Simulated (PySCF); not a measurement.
Species: C4H4O3PS (charge -1).
Geometry (GFN2-xTB, Å), atoms numbered from 1 in this order:
```
atom  x, y, z in Å
O1     1.6958    1.3628   -1.5407
P2     1.6470    0.1671   -0.6691
O3     2.2554   -1.1353   -1.0621
O4     2.2733    0.5629    0.8293
C5    -0.1019   -0.1142   -0.1482
C6    -1.0656    0.9145   -0.0146
C7    -2.2819    0.4546    0.3579
S8    -2.2881   -1.2636    0.5514
C9    -0.6110   -1.3335    0.1199
H10    2.6059   -0.2781    1.1352
H11   -0.8292    1.9466   -0.2009
H12   -3.1903    0.9988    0.5362
H13   -0.1140   -2.2821    0.0880
```

ESP-fitted charges (e) from the PBE0/pcSseg-1 density (PySCF), one withheld:

| atom | bonded to | charge |
| --- | --- | --- |
| O1 | P2 | -0.7556 |
| P2 | O1 O3 O4 C5 | +1.1816 |
| O3 | P2 | -0.8138 |
| O4 | P2 H10 | -0.7020 |
| C5 | P2 C6 C9 | ? |
| C6 | C5 C7 H11 | -0.1680 |
| C7 | C6 S8 H12 | -0.2658 |
| S8 | C7 C9 | -0.0620 |
| C9 | S8 C5 H13 | -0.2285 |
| H10 | O4 | +0.3668 |
| H11 | C6 | +0.1719 |
| H12 | C7 | +0.1832 |
| H13 | C9 | +0.1982 |

(1) What is the charge on C5?

(2) Add each hydrogen's charge to the atom that carries it.

(3) Across which bond do the charges differ most?

(4) Take the bonds between elements whose Pauling electronegativities differ by more than 0.25. In how many does the more electronegative atom carry the lower charge?

(5) How much positive and how much negative charge does this set hold in all?

## Answers

(1) The charges add up to the total charge, -1. The others sum to -0.8940, which leaves -0.1060 e for C5 (substituted aromatic carbon); the computed value is -0.1061, the difference coming from rounding.

(2) O4 -0.3352, C6 +0.0039, C7 -0.0826, C9 -0.0303. Atoms without hydrogen keep their charges.

(3) P2–O3: +1.1816 on P2 against -0.8138 on O3, a difference of 1.9954 e. The lower charge is on the more electronegative element of the two (Pauling values: O 3.44, P 2.19).

(4) In 8 of 8.

(5) +2.1017 e on 5 atoms and -3.1018 e on 8.

The ESP scheme is a least-squares fit of atom-centred charges to the potential on four shells outside the van der Waals surface, with the total charge fixed. Geometry: GFN2-xTB, one conformer, isolated ion. The pcSseg-1 basis has no diffuse functions, a weakness for an anion.
